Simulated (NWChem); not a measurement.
System: CH3FOSW; SMILES [O]=[W]([CH3])(=[S])[F]

The following NWChem deck was run.

```
start job
memory heap 200 mb stack 900 mb global 1100 mb
geometry units angstroms noautoz
  W      0.034278    -0.172418    -0.032570
  O     -0.244573    -0.874838     1.482034
  S     -0.241148     1.933753     0.135197
  F      1.632664    -0.680363    -0.850008
  C     -1.608967    -0.810781    -1.156517
  H     -2.565560    -0.553085    -0.677185
  H     -1.545270    -1.910602    -1.243280
  H     -1.579658    -0.354804    -2.159874
end
basis spherical
  * library def2-svp
end
ecp
  W library def2-ecp
end
dft
  xc xcamb88 1.00 lyp 0.81 vwn_5 0.19 hfexch 1.00
  cam 0.33 cam_alpha 0.19 cam_beta 0.46
  iterations 150
  mulliken
end
task dft energy
```

The geometry was optimised at PBE0/def2-SVP. Not confirmed as a minimum by frequencies. def2 effective core potentials on W; no spin-orbit coupling.

Give the results of this calculation. (CAM-B3LYP/def2-SVP with def2 effective core potentials on W.) Quantities: energy (Ha); highest occupied level (eV); orbital gap (eV); dipole (D).


| Item | Result |
|---|---|
| energy (Ha) | -680.00 |
| highest occupied level (eV) | -9.12 |
| orbital gap (eV) | 7.30 |
| dipole (D) | 2.73 |
